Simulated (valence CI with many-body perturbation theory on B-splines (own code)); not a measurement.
# Missing levels of Pm45+

Level of theory: relativistic CI+MBPT: six valence electrons over a frozen Dirac-Fock core [Ne], a basis of 9 s, 9 p, 8 d, 6 f, 3 g, 1 h functions for each j, with the one-electron correlation potential Σ1 (screened to all orders), the two-electron term Σ2, the three-electron term Σ3, Breit, model QED; selected single and double excitations, second order for the rest, scaled by the run's own slope (own B-spline code, finite nucleus).

The last digits are not significant, and no measured levels were compared; by estimate large intervals hold to a few tenths of a per cent, small ones and those within an open d or f shell to about a per cent. Among the levels kept, up to 1100 cm⁻¹ of a level comes from second order outside the variational space, and about a tenth of that is noise between levels of different J, which matters for small intervals.

| Level | E (cm⁻¹) |
| --- | --- |
| (3s^2 3p1/2^2 3p3/2^2) J=2 | 0 |
| (3s^2 3p1/2^2 3p3/2^2) J=0 | 122320 |
| (3s^2 3p1/2 3p3/2^3) J=1 | 1101400 |
| (3s^2 3p1/2 3p3/2^3) J=2 | 1164900 |
| (3s^2 3p1/2^2 3p3/2 3d3/2) J=2 | ? |
| (3s^2 3p1/2^2 3p3/2 3d3/2) J=1 | ? |
| (3s^2 3p1/2^2 3p3/2 3d3/2) J=0 | 1522500 |
| (3s^2 3p1/2^2 3p3/2 3d3/2) J=3 | 1523900 |
| (3s^2 3p1/2^2 3p3/2 3d5/2) J=4 | 1757900 |
| (3s^2 3p1/2^2 3p3/2 3d5/2) J=2 | 1769800 |
| (3s^2 3p1/2^2 3p3/2 3d5/2) J=3 | ? |
| (3s^2 3p1/2^2 3p3/2 3d5/2) J=1 | 1975600 |
| (3s 3p1/2^2 3p3/2^3) J=2 | 2220300 |
| (3s^2 3p3/2^4) J=0 | 2313300 |
| (3s 3p1/2^2 3p3/2^3) J=1 | ? |
| (3s^2 3p1/2 3p3/2^2 3d3/2) J=2 [a] | 2517100 |
| (3s^2 3p1/2 3p3/2^2 3d3/2) J=0 | ? |
| (3s^2 3p1/2 3p3/2^2 3d3/2) J=1 [a] | 2527400 |
| (3s^2 3p1/2 3p3/2^2 3d3/2) J=3 [a] | ? |
| (3s^2 3p1/2 3p3/2^2 3d3/2) J=4 | 2626500 |

Levels are named by their leading jj configuration (3d3/2^4 stands for four electrons in 3d with j = 3/2), which in mixed levels can hold well under half, so a name can repeat and another be missing. Letters in brackets count levels of one name in rising energy.

**Question.** The levels stand in rising order. What does the calculation give for the missing energies?

**Answer.** (3s^2 3p1/2^2 3p3/2 3d3/2) J=2 1470900; (3s^2 3p1/2^2 3p3/2 3d3/2) J=1 1515300; (3s^2 3p1/2^2 3p3/2 3d5/2) J=3 1914500; (3s 3p1/2^2 3p3/2^3) J=1 2349500; (3s^2 3p1/2 3p3/2^2 3d3/2) J=0 2522200; (3s^2 3p1/2 3p3/2^2 3d3/2) J=3 [a] 2566200.
